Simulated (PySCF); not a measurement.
Trends in electronic spectra. Theory: TDDFT PBE0/def2-SVPD, vertical, gas phase, core orbitals frozen in the response in PySCF. Geometries: PBE0-D3(BJ)/def2-SVP; one conformer of each isolated species. Triplets are in the Tamm–Dancoff approximation. 'Strongest' means the level of largest summed f among the lowest 10 singlets; it needn't be the same kind of state in each.

Question: Rank by computed lowest singlet excitation energy, highest first.
A. `C=CC[C@@H]1CBC[C@H]1F`
B. `B[C@@H]1[C@@H](F)[C@H]2C[C@@H]1[C@@H]2C`
C. `B[C@@H]1CCC=C[C@]1(C)F`
D. `C=C1C[C@@H](B(C)C)[C@@H]1F`

Answer: D (5.80 eV), A (5.59 eV), B (5.42 eV), C (5.21 eV).

| SMILES | S1 (eV) | strongest (eV) | f (S1) | T1 (eV) | gap (eV) | S1 mainly |
| --- | --- | --- | --- | --- | --- | --- |
| C=C1C[C@@H](B(C)C)[C@@H]1F | 5.80 | 6.64 | 0.001 | 4.15 | 6.84 | H→L (74%) |
| C=CC[C@@H]1CBC[C@H]1F | 5.59 | 7.33 | 0.000 | 4.32 | 6.39 | H→L (91%) |
| B[C@@H]1[C@@H](F)[C@H]2C[C@@H]1[C@@H]2C | 5.42 | 7.82 | 0.001 | 4.87 | 6.94 | H→L (88%) |
| B[C@@H]1CCC=C[C@]1(C)F | 5.21 | 7.08 | 0.001 | 4.26 | 6.13 | H→L (93%) |

H and L stand for HOMO and LUMO.

- `C=C1C[C@@H](B(C)C)[C@@H]1F`: Löwdin shares by element: HOMO carbon 80% or more (atoms not listed hold the other 20%); LUMO boron 40%, carbon 34% or more (atoms not listed hold the other 26%).
- `C=CC[C@@H]1CBC[C@H]1F`: Löwdin shares by element: HOMO carbon 84% or more (atoms not listed hold the other 16%); LUMO boron 49%, carbon 26% or more, hydrogen 10% or more (atoms not listed hold the other 16%).
- `B[C@@H]1[C@@H](F)[C@H]2C[C@@H]1[C@@H]2C`: Löwdin shares by element: HOMO carbon 25% or more, boron 13%, fluorine 13% (atoms not listed hold the other 49%); LUMO boron 52%, hydrogen 20% or more, carbon 12% or more (atoms not listed hold the other 15%).
- `B[C@@H]1CCC=C[C@]1(C)F`: Löwdin shares by element: HOMO carbon 76% or more (atoms not listed hold the other 24%); LUMO boron 55%, hydrogen 20% or more, carbon 13% or more.
